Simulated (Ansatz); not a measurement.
AunHm: binding per atom (eV) at several levels, gas phase, relaxed structures; Ansatz. Clusters are the lowest isomers that short searches found in that spin, judged at the geometry's level. Core potentials for Au in the def2 sets, no spin–orbit coupling. Binding counts from free atoms in the multiplicity of their measured ground term, without zero-point energy. Singlets are spin-restricted. A dash marks a value that wasn't run or was left out as unsound. The structures are stationary points that may keep the symmetry of their start.

| species | state | geometry | PBE-D4/def2-SVP | PBE-D4/def2-TZVP | revPBE-D4/def2-TZVP | r2SCAN-D4/def2-TZVP | r2SCAN-D4/def2-TZVPD | PBE0-D4/def2-TZVP |
| --- | --- | --- | --- | --- | --- | --- | --- | --- |
| HAu2 | doublet | PBE-D4/def2-TZVP | 1.38 | 1.41 | 1.33 | 1.44 | 1.45 | 1.27 |
| H4Au3 | doublet | PBE-D4/def2-TZVP | 1.92 | 1.97 | 1.89 | 2.02 | 2.03 | 1.85 |
| H5Au3 | singlet | r2SCAN-D4/def2-SVP | 2.03 | 2.08 | 2.01 | 2.15 | 2.16 | 1.98 |
| H6Au3 | doublet | PBE0-D4/def2-SVP | 1.95 | 2.00 | – | 2.06 | 2.07 | 1.93 |
